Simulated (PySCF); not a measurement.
# One molecule, several mistakes: AlBFH3O

All numbers below are calculated, not measured. The program is PySCF 2.14.0, an open-source quantum chemistry code, run on an isolated molecule that a program drew, which may never have been made. The molecule is AlBFH3O (charge 0, singlet), drawn as the SMILES string `[BH2][Al]([OH])[F]`.

Each row is a Hartree-Fock (HF) and frozen-core CCSD(T) single point in the cc-pV(D+d)Z basis, meant for a local HF minimum. Run 1 is clean. Each other run has one planted mistake out of seven kinds, and not every kind appears here: one electron removed, one electron added, multiplicity raised by two, geometry at a saddle point, minimal basis STO-3G, one bond length entered in bohr, all coordinates scaled. The reference is restricted for singlets and unrestricted otherwise, and also for a bond in bohr. Adding or removing an electron swaps singlet and doublet. Electrons count all cores. HOMO and LUMO are orbital energies over both spins, the gradient is its largest component, and the lowest frequency (negative if imaginary) is given only where the gradient is small. Bond lengths are over the 6 bonds as drawn. T1 is the CCSD diagnostic: over 0.02 (restricted) or 0.045 (unrestricted) a single reference is doubtful.

Geometry of the clean run:
```xyz
7
AlBFH3O, angstrom
B     0.8795    0.8813   -1.7701
Al    2.8667    1.3982   -1.2069
O     3.5329    2.8916   -1.5964
F     3.8072    0.3226   -0.3619
H    -0.0643    1.1110   -1.0629
H     0.6319    0.3418   -2.8146
H     4.3864    3.2453   -1.4097
```

```
run  electrons  basis functions  <S^2>  HOMO (eV)  LUMO (eV)  gradient (hartree/bohr)  lowest frequency (cm^-1)  mean bond (Å)  longest bond (Å)      T1  HF (hartree)  CCSD(T) (hartree)                     mistake
  1         38               80  0.000     -11.18       1.20                  2.4e-05                       136         1.4693             2.129  0.0137    -442.76310         -443.31594                    no fault
  2         38               80  2.009      -8.18      -1.34                  4.6e-02                         -         1.4693             2.129  0.0172    -442.65923         -443.20300  multiplicity raised by two
  3         38               80  0.000     -11.17       0.55                  1.9e-05                      -128         1.4718             2.144  0.0138    -442.76070         -443.31406  geometry at a saddle point
  4         38               80  0.000     -11.11       0.98                  5.6e-02                         -         1.5736             2.280  0.0157    -442.73490         -443.29709      all coordinates scaled
  5         38               80  0.932      -9.25       0.99                  1.5e-02                         -         1.7850             4.024  0.0223    -442.66745         -443.19456                           ?
```

**Which mistake was planted in run 5, and what did it cost?**

The mean bond changes by a factor of 1.215 and the longest by 1.890, so the molecule wasn't scaled as a whole. A length L in bohr read as angstrom grows by (1/0.5292 - 1) L = 0.890 L. The 6 bonds together grew by 6 x 0.3157 = 1.894 Å, which gives L = 2.129 Å. That is bond B1-Al2, 2.129 Å in the clean geometry. So the mistake is: one bond length entered in bohr. Subtracting run 1 and multiplying by 627.51 kcal/mol a hartree, the energy moved by 60.0 kcal/mol in HF and 76.2 kcal/mol in CCSD(T).

